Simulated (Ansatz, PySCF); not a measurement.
Species: TeCl₃, charge 0, multiplicity 2. It need not be the lowest isomer of its formula. 
Structure (B3LYP-D3(BJ)/def2-TZVP (Ansatz, a quantum-chemistry and plane-wave program) minimum search):
```xyz
4

Te     0.0021    -0.2987     0.2464
Cl    -2.4090    -0.5157    -0.1851
Cl     0.0004     1.9552    -0.3297
Cl     2.4021    -0.5258    -0.2390
```
Charge 0, spin multiplicity 2.

Dipole moments at this geometry, in debye (magnitudes).

| level | program | dipole (D) |
|---|---|---|
| BLYP/def2-TZVPD | Ansatz | (withheld) |
| revPBE/def2-TZVPD | Ansatz | 1.09 |
| r2SCAN/def2-TZVPD | Ansatz | 1.11 |
| PBE0/def2-TZVPD | PySCF | 1.16 |
| r2SCANh/def2-TZVPD | Ansatz | 1.14 |
| r2SCAN0/def2-TZVPD | Ansatz | 1.17 |
| M06-2X/def2-TZVPD | PySCF | 1.19 |
| LC-wPBE/def2-TZVPD | Ansatz | 1.23 |
| wB97M-V/def2-TZVPD | Ansatz | 1.18 |
| CCSD(T)/def2-SVPD | Ansatz | (withheld) |

Q: Complete the blanks.

A: 
- BLYP/def2-TZVPD, dipole (D): 1.12
- CCSD(T)/def2-SVPD, dipole (D): 1.19
